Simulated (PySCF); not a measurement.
Fluorine: a sound run and one with changed settings

Sound run: F⁺ [He] 2s2 2p4, F²⁺ [He] 2s2 2p3. Computed with PySCF 2.14 in def2-TZVP (5s3p2d1f, 31 functions), with no relativity, point nucleus. In the sound run the correlated levels freeze 1s2. The sound run starts from symmetry-adapted Hartree-Fock orbitals and uses a fine grid where one is needed.

Changed run: initial guess minao, at most 50 SCF cycles, level shift 0.1 hartree.

```tsv
species	method	sound run (hartree)	changed run (hartree)	converged
F⁺	UHF	-98.83647	-98.83647	yes
F⁺	B3LYP	-99.11970	-99.11970	yes
F⁺	M06-L	-99.12123	-99.12123	yes
F⁺	MP2	-98.97723	-98.97347	yes
F⁺	CCSD(T)	-98.99489	-98.99489	yes
F²⁺	UHF	-97.60872	-97.60872	yes
F²⁺	B3LYP	-97.81303	-97.81303	yes
F²⁺	M06-L	-97.82738	-97.82738	yes
F²⁺	MP2	-97.70578	-97.70326	yes
F²⁺	CCSD(T)	-97.72119	-97.72119	yes
```

Ionisation energy of F⁺:

```json
{"method": "UHF", "sound run (eV)": "33.409", "changed run (eV)": "33.409"}
{"method": "B3LYP", "sound run (eV)": "35.556", "changed run (eV)": "35.556"}
{"method": "M06-L", "sound run (eV)": "35.207", "changed run (eV)": "35.207"}
{"method": "MP2", "sound run (eV)": "34.598", "changed run (eV)": "34.564"}
{"method": "SCS-MP2", "sound run (eV)": "34.692", "changed run (eV)": "34.658"}
{"method": "CCSD", "sound run (eV)": "34.638", "changed run (eV)": "34.638"}
{"method": "CCSD(T)", "sound run (eV)": "34.659", "changed run (eV)": "34.659"}
```

A level shift leaves the converged SCF energy unchanged but raises the virtual orbital energies, which shrinks MP2 if it is not removed.

For comparison, NIST gives 34.971 eV between the lowest levels.
